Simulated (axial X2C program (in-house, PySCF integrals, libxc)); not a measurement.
# Potential curves of SrSe⁻, scalar-relativistic

All values were computed with an in-house all-electron X2C program for linear molecules (integrals from PySCF). Spin-free means the one-electron spin-free X2C Hamiltonian. Basis: Sr dyall-acv3z [14s13p9d6f1g], Se dyall-acv3z [9s10p7d5f1g] (cores contracted in-house); Gaussian nuclei, density fitting, unrestricted open shells. Masses: Sr 87.906 u, Se 79.917 u.

State: M_S = 1/2, Λ = 0 (beyond evenly filled blocks: σα). Energies in eV from the fragments at the same level (Sr + Se-). Fits are polynomials in 1 − R0/R over 0.85 to 1.23 times the lowest point R0.

```csv
R (Å),PW91
2.3212,-1.9014
2.4279,-2.3500
2.5079,-2.5429
2.5880,-2.6438
2.6680,-2.6736
2.7614,-2.6417
2.8548,-2.5581
2.9748,-2.4009
3.1216,-2.1663
3.3350,-1.8013
```

One determinant describes the state; a PBE0 search over occupations chose it and may have missed a lower one. De is counted from the lowest determinant-based energies of the atoms at the same level, without counterpoise correction. The highest occupied level of some functionals is positive through self-interaction error; at Hartree–Fock it is bound. Spin-free De lacks the spin–orbit lowering of the heavy p-block atom, a tenth of an eV or more for 4p and 5p, up to an eV for 6p and one to two eV for 7p atoms, less what an open-shell molecule gains itself.

Problem. Fit the PW91 curve near its minimum: give the equilibrium distance, the harmonic wavenumber and the well depth.

Solution. At PW91, spin-free: Re = 2.669 Å, ωe ≈ 232 cm⁻¹, De = 2.67 eV to Sr + Se-; Be follows as 0.0565 cm⁻¹.
